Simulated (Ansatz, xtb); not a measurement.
Relaxing a trial structure of CHFInO

The starting geometry of this gas-phase doublet was built from a drawn formula by distance geometry and a force field; its bonds are those of `[CH][O][In][F]`.

```yaml
atoms:
  - { symbol: C, position_ang: [0.2632, -0.2233, -0.1651] }
  - { symbol: F, position_ang: [3.4916, -1.6778, -0.8121] }
  - { symbol: In, position_ang: [2.9005, -0.8878, 0.6618] }
  - { symbol: O, position_ang: [1.4422, 0.5499, -0.0939] }
  - { symbol: H, position_ang: [0.4822, -1.0086, -0.9308] }
```

Where would you expect an optimisation with r2SCAN-D4/def2-SVP to take it?

It loosens into CHO + FIn, which stay close as a complex. Distances that change by over a tenth: C1–O4 (1.41 → 1.19 Å), F2–In3 (1.77 → 2.04 Å). Contacts that open: In3–O4 (2.18 → 2.82 Å).

The energy falls by 3.24 eV over 15 steps:

```json
{"step": "1", "E − E(last) (eV)": "3.241"}
{"step": "3", "E − E(last) (eV)": "0.689"}
{"step": "4", "E − E(last) (eV)": "0.356"}
{"step": "6", "E − E(last) (eV)": "0.203"}
{"step": "7", "E − E(last) (eV)": "0.159"}
{"step": "9", "E − E(last) (eV)": "0.049"}
{"step": "10", "E − E(last) (eV)": "0.040"}
{"step": "12", "E − E(last) (eV)": "0.012"}
{"step": "13", "E − E(last) (eV)": "0.004"}
{"step": "15", "E − E(last) (eV)": "0.000"}
```

Final geometry (Å):

```xyz
5

C     0.4565   -0.1263   -0.5757
F     2.6625   -1.7975   -0.7432
In    3.5242   -0.7513    0.7809
O     1.0183    0.4448    0.3006
H     0.9183   -1.0173   -1.1028
```

From the same start GFN2-xTB reaches the same bonding as this run.

No frequencies were run, so the end isn't proven a minimum. Open shells are spin-unrestricted. Atoms past krypton carry core potentials, without spin–orbit terms. Run with Ansatz 0.2.0, 59 s on 1 thread of Intel(R) Xeon(R) 6975P-C (Granite Rapids), on a shared host.
